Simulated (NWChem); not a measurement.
System: C₂H₆F₂Si; SMILES [SiH2](CF)CF

Input file for NWChem:

```
start job
memory heap 200 mb stack 900 mb global 1100 mb
geometry units angstroms noautoz
  F      1.847576     0.361746    -0.944784
  C      1.370869    -0.674816    -0.161876
  Si     0.000000     0.000000     0.964384
  C     -1.370869     0.674816    -0.161876
  F     -1.847576    -0.361746    -0.944784
  H      0.967007    -1.464529    -0.820122
  H      2.207709    -1.113234     0.409695
  H     -0.529408    -1.105876     1.818296
  H      0.529408     1.105876     1.818296
  H     -2.207709     1.113234     0.409695
  H     -0.967007     1.464529    -0.820122
end
basis spherical
  * library 6-31g*
end
dft
  xc pw6b95
  iterations 150
  mulliken
end
task dft energy
```

All runs use the structure optimised with PBE0/def2-SVP.

Question: What results follow from this input? (PW6B95/6-31G* (spherical d).) Quantities: energy (Ha); highest occupied level (eV); orbital gap (eV); dipole (D).

Answer: 
```
Quantity                      Result
---------------------------  -------
energy (Ha)                  -569.50
highest occupied level (eV)    -8.31
orbital gap (eV)                9.34
dipole (D)                      1.41
```
